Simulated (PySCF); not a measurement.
## Assigning NMR signals

Numbering as in the mapped SMILES `[CH2:1]=[C:2]1[CH:3]=[CH:4][O:5][SiH2:6][SiH2:7]1` (H(Xn): hydrogen on atom n). Ha(C1) is cis to C3; Hb(C1) is trans to C3.

- σ from GIAO-PBE0/pcSseg-1
- geometry from GFN2-xTB
- run in PySCF 2.14.0 with density-fitted response routines
- equivalent nuclei averaged, one computed conformer, no solvent, relativity neglected

δ = σ(ref) − σ, references computed at the same level: TMS for $^{13}$C (σref 186.93), $^{1}$H (σref 31.72).

Question: Assign these signals to the numbered atoms. $^{13}$C{$^{1}$H} NMR (computed): δ 149.2, 134.9, 134.6, 117.4.

Answer: 
| δ (ppm) | atoms | environment | reason |
| --- | --- | --- | --- |
| 149.2 | C4 | alkene carbon bearing oxygen | an sp2 carbon further deshielded by the attached heteroatom |
| 134.9 | C2 | fully substituted alkene carbon | the olefinic region |
| 134.6 | C1 | terminal =CH2 carbon | as expected for a trigonal carbon in a double bond |
| 117.4 | C3 | β carbon of an enol-ether or enamine type C=C | – |

C2 and C1 lie closer than the usual error of such a calculation, so a measured spectrum could show them in the other order.

Question: Assign these signals to the numbered atoms. $^{1}$H NMR (400 MHz, computed): δ 6.36 (d, 1H), 6.08 (br s, 1H), 5.57 (m, 2H), 5.41 (br s, 1H), 5.37 (d, 1H), 4.28 (m, 2H).

Answer: 
6.36 → H(C4), hydrogen on an alkene carbon bearing oxygen: attached to an sp2 carbon and in the plane of the double bond
6.08 → Ha(C1), hydrogen on a terminal =CH2 carbon: attached to an sp2 carbon and in the plane of the double bond
5.57 → H(Si6), hydrogen on a silicon bonded to O, Si, in a 6-membered ring
5.41 → Hb(C1), hydrogen on a terminal =CH2 carbon: a vinylic proton, deshielded by the sp2 carbon and the C=C anisotropy
5.37 → H(C3), hydrogen on a β carbon of an enol-ether or enamine type C=C: attached to an sp2 carbon and in the plane of the double bond
4.28 → H(Si7), hydrogen on a silicon bonded to C, Si, in a 6-membered ring

Hb(C1) and H(C3) lie closer than the usual error of such a calculation, so a measured spectrum could show them in the other order.

Shifts are as computed. Against solution values, carbons near 30 ppm lie about +3 ppm off and those near 130 ppm about +5 ppm. Of 1211 compounds with measured shifts, 218 miss one by over three times the rms of a fit or turn the order of signals round; such compounds aren't used in these exercises. No couplings were computed; multiplicities are counted from neighbouring protons, with m where these are inequivalent, close in shift, in a saturated or five-membered ring or joined by F or P, and br s for small geminal =CH2 splittings.
